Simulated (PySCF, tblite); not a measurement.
A database entry of computed molecular properties. Lists by class give the value and the number of equivalent atoms.

```json
{
 "formula": "C5H9FSSi",
 "smiles": "CCC1=CS[C@@H](F)[SiH2]1",
 "inchi": "InChI=1S/C5H9FSSi/c1-2-4-3-7-5(6)8-4/h3,5H,2,8H2,1H3/t5-/m1/s1",
 "charge": 0,
 "multiplicity": 1,
 "geometry_level": "GFN2-xTB",
 "electronic_structure_code": "PySCF",
 "results": {
  "GFN2-xTB geometry": {
   "point_group": "C1",
   "rotational_constants_GHz": [2.283, 1.002, 0.816]
  },
  "CAM-B3LYP/def2-SVPD ground state and vertical TDDFT (core frozen in the response)": {
   "dipole_D": 2.58,
   "homo_eV": -7.61,
   "lumo_eV": 0.5,
   "S1_eV": 4.98,
   "strongest_line_of_8_singlets_eV": 4.98,
   "T1_tda_eV": 3.52,
   "polarisability_au": 103.7,
   "r2_bohr2_about_centre_of_nuclear_charge": 1486.1,
   "singlets_eV_and_f": [
    [4.98, 0.089],
    [5.18, 0.05],
    [5.92, 0.013],
    [6.26, 0.007],
    [6.54, 0.015],
    [6.63, 0.006],
    [6.74, 0.001],
    [7.05, 0.005]
   ],
   "triplets_tda_eV": [3.52, 4.81, 5.81]
  },
  "PBE0/pcSseg-1 ground state and GIAO shieldings, non-relativistic": {
   "shift_vs_computed_TMS_C_by_class_ppm": [
    [149.6, 1],
    [134.8, 1],
    [98.7, 1],
    [32.6, 1],
    [19.9, 1]
   ],
   "shift_vs_computed_TMS_H_by_class_ppm": [
    [6.73, 1],
    [6.4, 1],
    [5.05, 1],
    [4.71, 1],
    [2.4, 1],
    [2.32, 1],
    [1.14, 3]
   ],
   "shielding_other_nuclei_by_class_ppm": [
    ["F", 377.7, 1],
    ["Si", 373.1, 1],
    ["S", 338.1, 1]
   ]
  },
  "GFN2-xTB harmonic vibrations, gas phase": {
   "strongest_ir_bands_cm-1_km_per_mol_modes": [
    [689.2, 117.4, 1],
    [746.0, 106.7, 1],
    [756.7, 173.7, 1],
    [1591.3, 79.8, 1],
    [2259.5, 303.6, 1],
    [2304.5, 239.6, 1]
   ],
   "zpe_kcal_per_mol": 77.7
  }
 }
}
```

The zero-point energy, half the sum of the 45 harmonic wavenumbers, equals 27190 cm⁻¹ or 325 kJ/mol. No computed singlet falls in the visible range (750 to 380 nm, 1.65 to 3.26 eV); S1 lies 1.72 eV above its blue end.

 NMR classes are plain means over equivalent atoms (diastereotopic ones count apart unless rotation or inversion swaps them), as if these changed places fast; in this geometry the members of some classes differ.

Shape of the structure used: `[CH3:1][CH2:2][C:3]1=[CH:4][S:5][C@@H:6]([F:7])[SiH2:8]1`: C1–C2–C3–C4 -109°.

One conformer stands for the species.
